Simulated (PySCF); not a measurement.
Stepwise substitution at one centre (Ga CH3-OH). All species are isolated molecules in the gas phase. One relaxed conformer stands for each flexible species; it need not be the lowest. Strings in code marks are SMILES.

Computed with B3LYP-D3(BJ)/def2-TZVP // M06-2X/def2-TZVP run with PySCF. B3LYP has the VWN-RPA correlation part, as in Gaussian. Excitations are Tamm–Dancoff values on a coarser integration grid. The basis has no diffuse functions, so Rydberg states are missing or too high.

```tsv
species	LUMO (eV)	brightest of the four lowest singlets (TDA) (eV)
0 of 3 CH3 replaced by OH (`[CH3][Ga]([CH3])[CH3]`)	-0.85	6.69
1 of 3 CH3 replaced by OH (`[CH3][Ga]([OH])[CH3]` (C–Ga–O–H torsion 180°))	-0.55	?
2 of 3 CH3 replaced by OH (`[CH3][Ga]([OH])[OH]` (O–Ga–O–H torsion 180°, O–Ga–O–H torsion 0°))	-0.56	6.88
3 of 3 CH3 replaced by OH (`[OH][Ga]([OH])[OH]`)	?	7.00
```

Q: Fill in the missing entries.

A: 
- 1 of 3 CH3 replaced by OH (`[CH3][Ga]([OH])[CH3]` (C–Ga–O–H torsion 180°)), brightest of the four lowest singlets (TDA) (eV): 6.67
- 3 of 3 CH3 replaced by OH (`[OH][Ga]([OH])[OH]`), LUMO (eV): -1.31
